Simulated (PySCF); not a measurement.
**Ionisation energy of Te³⁹⁺ by level of theory**

Te³⁹⁺ [Ne] 3s2 3p1 (2P) → Te⁴⁰⁺ [Ne] 3s2 (1S), as a difference of total energies. Computed with PySCF 2.14 in an uncontracted even-tempered set (16 s from 6.6 bohr⁻², ratio 2.5; 10 p from 8.6 bohr⁻², ratio 2.5; 4 d from 35 bohr⁻², ratio 2.7; 4 f from 52 bohr⁻², ratio 2.7), with the non-relativistic Hamiltonian (point nucleus). Correlated levels: outer shells: 1s2 frozen; virtual orbitals above 40 to 60 times the deepest correlated orbital energy dropped. The calculations carry no spin-orbit coupling.

```csv
method,ionisation energy (eV)
UHF,2699.3
LDA,2701.3
PBE,2702.1
PBE0,2701.7
r2SCAN,2701.4
TPSS,2702.0
M06-L,2700.1
MP2 (outer shells),2699.6
SCS-MP2 (outer shells),2699.4
```

A first-order spin-orbit estimate (lowest level to lowest level, LS coupling) adds 36.670 eV.

The gap to the reference is mostly relativistic.

First order in ζ underestimates the shift of j = l − 1/2 levels at high Z.

For comparison: 2788 ± 4 eV (theoretical estimate listed by NIST; NIST Atomic Spectra Database, ionization energies).
